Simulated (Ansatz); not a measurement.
GeF, multiplicity 2 (the spin of the measured ground state), most abundant isotopes (18.9984 and 73.9212 u). Constants from fifth-degree fits in 1/R to seven points on the lowest solution found; no spin–orbit coupling, no relativity up to Kr; ω_e x_e and α_e move by some per cent with the fit.

Correlated levels freeze the inner cores; with def2 sets outer-core shells near the valence are correlated too. CBS(a, b) extrapolates the correlation energy as X⁻³ and adds the Hartree–Fock energy of set b.

Codes used: Ansatz (an electronic-structure program) with Gaussian orbitals. Each number belongs to the level named beside it.

| level | r_e (Å) | ω_e (cm⁻¹) | ω_e x_e (cm⁻¹) | α_e (cm⁻¹) |
|---|---|---|---|---|
| PBE/def2-TZVPP | 1.7815 | 631.9 | 3.07 | 0.00255 |
| CCSD(T)/CBS(def2-TZVPP, def2-QZVPP) | 1.7428 | 677.1 | 2.99 | 0.00259 |

D_e from total energies of the atoms and the molecule: 5.61 eV at PBE/def2-TZVPP.

Q: Derive the rotational constants, the centrifugal constant, the fundamental, the zero-point energy and the force constant, and test the Morse rule for the well depth.

A: 
μ = 15.11398 u.
- PBE/def2-TZVPP: B_e = 16.8576/(μ r_e²) = 0.35143 cm⁻¹; B₀ = B_e − α_e/2 = 0.35016 cm⁻¹; D = 4B_e³/ω_e² = 4.35e-07 cm⁻¹; fundamental ω_e − 2ω_e x_e = 626 cm⁻¹; zero-point energy ω_e/2 − ω_e x_e/4 = 315 cm⁻¹; k = μ(2πcω_e)² = 356 N/m; a Morse well would hold ω_e²/(4ω_e x_e) = 4.04 eV against the computed D_e of 5.61 eV
- CCSD(T)/CBS(def2-TZVPP, def2-QZVPP): B_e = 16.8576/(μ r_e²) = 0.36720 cm⁻¹; B₀ = B_e − α_e/2 = 0.36591 cm⁻¹; D = 4B_e³/ω_e² = 4.32e-07 cm⁻¹; fundamental ω_e − 2ω_e x_e = 671 cm⁻¹; zero-point energy ω_e/2 − ω_e x_e/4 = 338 cm⁻¹; k = μ(2πcω_e)² = 408 N/m

Measured for the ground state: r_e 1.745 Å [NIST CCCBDB]; ω_e 665.67 cm⁻¹ [NIST CCCBDB].
